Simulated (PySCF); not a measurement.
## Orbital picture of NdS

M06-L at R = 2.397 Å; basis Nd x2c-SVPall, S x2c-SVPall; spin-free X2C with a Gaussian nucleus; PySCF 2.14. State: quintet, about 3.9 electrons in the 4f shell (Mulliken), real f orbitals that mix terms. Only the outer orbitals are listed, counted within each symmetry.

```tsv
spin	orbital	occ.	ε (eV)	on Nd (%)	main shells (%)
α	15σ	1	-13.73	10	90 S s
α	16σ	1	-4.31	30	68 S p, 16 Nd d
α	8π	1	-4.27	24	76 S p, 19 Nd d
α	8π	1	-4.27	24	76 S p, 19 Nd d
α	17σ	1	-2.25	100	80 Nd f, 13 Nd s
α	1φ	1	-1.93	100	100 Nd f
α	3δ	1	-1.65	100	99 Nd f
α	3δ	1	-1.65	100	99 Nd f
α	18σ	0	-1.51	96	59 Nd s, 20 Nd p, 12 Nd f
α	9π	0	-0.54	99	73 Nd f, 23 Nd d
α	9π	0	-0.54	99	72 Nd f, 23 Nd d
β	7π	1	-20.17	100	100 Nd p
β	7π	1	-20.17	100	100 Nd p
β	15σ	1	-13.71	12	88 S s
β	8π	1	-4.25	20	80 S p, 16 Nd d
β	8π	1	-4.25	20	80 S p, 16 Nd d
β	16σ	1	-4.16	26	72 S p, 15 Nd d
β	17σ	0	-1.99	97	71 Nd s, 15 Nd p, 10 Nd d
β	3δ	0	-0.48	100	100 Nd d
β	3δ	0	-0.47	100	100 Nd d
```

Problem. Which are the highest filled and the lowest empty level, where do they sit, and how wide is the gap?

Solution. Highest filled α 3δ at -1.65 eV (in %: 99 Nd f); lowest empty β 17σ at -1.99 eV (in %: 71 Nd s, 15 Nd p, 10 Nd d); the gap at M06-L is -0.34 eV.

```
bond order (Mayer)                              : 2.24
⟨S²⟩                                            : 6.013
charge on Nd (Mulliken, basis-dependent)        : 0.51
charge on Nd (Löwdin, basis-dependent)          : 0.10
dipole moment (positive dipole means Nd(−)S(+)) : -7.76 D
```

Spin–orbit coupling is left out. Counting both spins, an empty level lies below a filled one in this solution, because spin and occupation are held. The state is the lowest single determinant that the PBE0 search found; with open d or f shells the true ground state can be another one.
